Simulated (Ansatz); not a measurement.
Reaction (atomization): `C#CC[SiH2][GaH2]` → 3 C• + Ga• + 7 H• + Si•

Calculated with Ansatz (gas phase, PBE0-D4/def2-TZVP geometries, no zero-point term in ΔE). CBS: MP2 limit from def2 TZ/QZ plus the TZ coupled-cluster correction, frozen cores. This one scheme is used for every species, atoms too. For atomizations the MP2-based limit and the directly extrapolated one differ by several kJ/mol either way, and by 10 to 25 for some Ge, Se and Sn compounds, so smaller differences from it don't rank the levels. DFT in def2-TZVPP. B3LYP here is the variant with VWN-RPA as its local correlation; programs differ in this. Open shells (•) are unrestricted, without spin–orbit coupling. Spin–orbit coupling would lower the free atoms: a little for C, Si; clearly for Ga. Bonds to Ga are less sure, by a few kJ/mol each and by 10 to 20 or more in all where they break to atoms, as the def2 sets lack core-valence functions. Scalar relativity is left out up to krypton. Each species was taken in one conformer, which may not be the lowest.

Q: What is ΔE at CCSD(T)/CBS? (An estimate is asked.)

A: Computed: +4213.0 kJ/mol.

Q: What do these levels give: BLYP-D4, B3LYP-D4, CAM-B3LYP-D4, ωB97X-V, BLYP, r2SCAN, B3LYP, CAM-B3LYP, LC-ωPBE, CCSD/def2-SVP, SCS-MP2/def2-TZVPP, CCSD/def2-TZVPP? (Best estimate.)

A: Ansatz gave: BLYP-D4 4174.7, B3LYP-D4 4197.5, CAM-B3LYP-D4 4212.2, ωB97X-V 4222.4, BLYP 4106.1, r2SCAN 4223.1, B3LYP 4145.8, CAM-B3LYP 4184.3, LC-ωPBE 4197.8, CCSD/def2-SVP 3949.5, SCS-MP2/def2-TZVPP 4154.7, CCSD/def2-TZVPP 4056.3 kJ/mol.

Largest T1 diagnostic among the species: 0.013.

From PBE to PBE0 (25 % exact exchange), in def2-TZVPP and without D4, ΔE moves by −46.6 kJ/mol: exact exchange takes away binding that semilocal exchange gives to molecules. The D4 term adds +51.7 kJ/mol with B3LYP and +27.1 kJ/mol with PBE0; it sums over pairs of atoms, weighted by their polarisabilities, and B3LYP, whose exchange is more repulsive, gets the larger term.
